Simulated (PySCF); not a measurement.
Series N+XY, Y = methyl, computed as singlets and as triplets. All species are isolated molecules in the gas phase. One relaxed conformer stands for each flexible species; it need not be the lowest. Strings in code marks are SMILES.

These are B3LYP-D3(BJ)/def2-TZVP run with PySCF values and carry that method's errors. B3LYP has the VWN-RPA correlation part, as in Gaussian. 

| species | highest occupied spin orbital (eV) |
|---|---|
| X = ethynyl, multiplicity 3 (`C#C[N+]C` (lower triplet)) | (withheld) |
| X = mercapto, multiplicity 1 (`[N+](S)C` (lower singlet; C–N–S–H torsion 0°)) | – |
| X = mercapto, multiplicity 3 (`C[N+]S` (excited triplet; C–N–S–H torsion 106°)) | -13.60 |
| X = vinyl, multiplicity 3 (`[N+](C=C)C` (triplet; the order of the spin states depends on the level; C–C–N–C torsion 180°)) | -12.90 |
| X = formyl, multiplicity 1 (`C(=O)[N+]C` (singlet; the order of the spin states depends on the level; C–N–C–O torsion 87°)) | – |
| X = formyl, multiplicity 3 (`[N+](C=O)C` (triplet; the order of the spin states depends on the level; C–N–C–O torsion 0°)) | -15.35 |

**Question.** Some entries are withheld; supply them.

**Answer.** 
- X = ethynyl, multiplicity 3 (`C#C[N+]C` (lower triplet)), highest occupied spin orbital (eV): -13.81
